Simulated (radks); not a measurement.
The numbers below are computed, except where a source is named.
Charge is removed step by step from the 2s1/2 level of Si, starting from [Ne] 3s2 3p2. Code: a radial shooting solver on a logarithmic mesh with Libxc functionals. Model: Dirac Kohn-Sham, PBE, spin-unpolarised, spherical densities, point nucleus; open shells fill j = l - 1/2 first.

removed (e),E - E(0) (eV),eigenvalue (eV),E minus straight line (eV)
0,0.000,-139.46,0.000
0.1,14.076,-142.06,-1.225
0.2,28.414,-144.71,-2.188
0.3,43.019,-147.39,-2.884
0.4,57.894,-150.11,-3.310
0.5,73.042,-152.87,-3.462
0.6,88.468,-155.66,-3.337
0.7,104.17,-158.48,-2.932
0.8,120.16,-161.33,-2.242
0.9,136.44,-164.22,-1.266
1,153.01,-167.13,0.000

Removing the whole electron costs 153.01 eV by Delta-SCF, against 139.46 eV from minus the eigenvalue at the starting occupation. Slater's transition state (half an electron removed) gives 152.87 eV. Integrating minus the eigenvalue over the occupation (Janak's theorem) gives 153.01 eV. The mean slope of the eigenvalue, de/dn, is 27.7 eV per electron.
